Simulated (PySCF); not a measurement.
One molecule, one basis, several functionals.

Species: C2H9GeN.
Atom-mapped SMILES: `[CH3:1][CH2:2][GeH2:3][NH2:4]` (hydrogens: H5, H6, H7 on C1; H8, H9 on C2; H10, H11 on Ge3; H12, H13 on N4)

Torsions of this conformer, `[CH3:1][CH2:2][GeH2:3][NH2:4]`: C1–C2–Ge3–N4 -179°, H–N4–Ge3–C2 -66°, H–N4–Ge3–C2 170°.

PySCF, def2-SVPD basis, density fitting, gas phase, PBE0-D3(BJ)/def2-SVP geometry; singlet excitations by full TDDFT with frozen cores, triplets by Tamm–Dancoff TDDFT and ionisation energies by ΔSCF, from the lowest of the holes tried. One functional is left out:

```
functional  exact exchange (%)  HOMO energy (eV)  LUMO energy (eV)  lowest singlet excitation (eV)  lowest triplet excitation (eV)  dipole moment (D)  mean polarisability (au)  vertical ionisation energy (eV)
       LDA                   0             -5.89             -0.51                            5.49                            5.23              0.799                      70.2                             9.11
       PBE                   0             -5.78             -0.37                            5.52                            5.22              0.782                      68.9                             8.99
      PBE0                  25             -7.19              0.37                            6.15                            5.77              0.808                      66.1                             9.30
 BHandHLYP                  50             -8.52              0.90                            6.54                            6.11              0.842                      64.2                             9.36
```

**Question.** Predict the row of B3LYP (20 % exact exchange) by straight lines through the other rows, and check it.

**Answer.** 
```json
{"property": "HOMO energy (eV)", "line": "-6.91", "computed": "-6.96", "computed − line": "-0.05", "PBE0 (25 %), for comparison": "-7.19"}
{"property": "LUMO energy (eV)", "line": "0.13", "computed": "0.08", "computed − line": "-0.05", "PBE0 (25 %), for comparison": "0.37"}
{"property": "lowest singlet excitation (eV)", "line": "5.95", "computed": "5.94", "computed − line": "-0.01", "PBE0 (25 %), for comparison": "6.15"}
{"property": "lowest triplet excitation (eV)", "line": "5.61", "computed": "5.60", "computed − line": "-0.01", "PBE0 (25 %), for comparison": "5.77"}
{"property": "dipole moment (D)", "line": "0.809", "computed": "0.809", "computed − line": "0.000", "PBE0 (25 %), for comparison": "0.808"}
{"property": "mean polarisability (au)", "line": "67.2", "computed": "66.9", "computed − line": "-0.3", "PBE0 (25 %), for comparison": "66.1"}
{"property": "vertical ionisation energy (eV)", "line": "9.20", "computed": "9.31", "computed − line": "+0.11", "PBE0 (25 %), for comparison": "9.30"}
```

**Question.** Which of these properties follows the share of exact exchange most closely, and which least?

**Answer.** Most closely the HOMO energy, least the vertical ionisation energy; the correlations over the tabulated rows are HOMO energy -0.999, lowest triplet excitation 0.993, lowest singlet excitation 0.992, LUMO energy 0.991, mean polarisability -0.970, dipole moment 0.948, vertical ionisation energy 0.918. The HOMO energy moves by -0.537 eV for every 10 %. Functionals with the same share still differ in their other parts: at 0 % LDA and PBE differ by 0.11 eV in it.
